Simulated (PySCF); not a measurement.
Excitations are Tamm–Dancoff values on a coarser integration grid. The basis has no diffuse functions, so Rydberg states are missing or too high.

Cartesian coordinates (Å):
SMILES: [C@H]12CC[C@]([SiH3])(C1)CC2
```xyz
22

Si     2.4989    -0.4502    -0.2774
C      0.6650    -0.0953    -0.0367
C      0.2834     1.4008    -0.1007
C     -1.2426     1.3765    -0.3844
C     -1.5648    -0.1222    -0.4390
C     -1.4640    -0.6936     0.9810
C      0.0620    -0.6697     1.2651
C     -0.2949    -0.6870    -1.0893
H      3.3122     0.1803     0.8102
H      2.7511    -1.9259    -0.2554
H      2.9674     0.0973    -1.5899
H      0.5395     1.9206     0.8353
H      0.8252     1.9152    -0.9107
H     -1.8293     1.8956     0.3889
H     -1.4740     1.8611    -1.3455
H     -2.5119    -0.3561    -0.9470
H     -2.0427    -0.1002     1.7053
H     -1.8571    -1.7213     1.0175
H      0.3285    -0.0529     2.1370
H      0.4402    -1.6854     1.4643
H     -0.2757    -1.7884    -1.1232
H     -0.1164    -0.2993    -2.1054
```
Charge 0, spin multiplicity 1.

Estimate the total energy, LUMO and brightest of the four lowest singlets (TDA) that M06-2X/def2-TZVP // PBE0-D3(BJ)/def2-SVP in PySCF 2.14.0 returns for this input.


* **total energy**: -564.6057 Ha
* **LUMO**: 1.28 eV
* **brightest of the four lowest singlets (TDA)**: 7.92 eV
